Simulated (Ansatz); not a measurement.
Li₃Al₃. Charge 0, multiplicity 1. Geometry PBE-D4/def2-SVP, basis def2-TZVP, Ansatz.

```xyz
6

Li    0.849    1.625    0.357
Li   -2.220    0.638    1.721
Li    0.700   -0.472   -2.125
Al    2.213   -1.318   -0.059
Al   -0.057   -0.861    0.929
Al   -1.486    0.388   -0.824
```

```json
{"run": "A", "HOMO (eV)": "-5.39", "LUMO (eV)": "-0.45"}
{"run": "B", "HOMO (eV)": "-4.57", "LUMO (eV)": "-1.14"}
{"run": "C", "HOMO (eV)": "-5.62", "LUMO (eV)": "-0.47"}
{"run": "D", "HOMO (eV)": "-3.79", "LUMO (eV)": "-2.00"}
```

LC-ωPBE has ω = 0.4 bohr⁻¹. The structure comes from a short search, and lower isomers may exist.

The runs used CAM-B3LYP, LC-ωPBE, PBE0, ωB97X-V. Estimate which is which.

A ωB97X-V (range-separated); B CAM-B3LYP (range-separated); C LC-ωPBE (range-separated); D PBE0 (25 % exact exchange). Exact exchange lowers occupied and raises empty levels; among semilocal functionals meta-GGAs tend to open the gap a little, and such runs are hard to tell apart. The gap grows from 1.79 eV (PBE0) to 5.15 eV (LC-ωPBE). The restricted singlet is unstable towards broken spin symmetry in Hartree–Fock (as tested in another run); at ωB97X-V/def2-TZVP, CAM-B3LYP-D4/def2-TZVP, LC-ωPBE/def2-TZVP, PBE0-D4/def2-TZVP this wasn't settled.
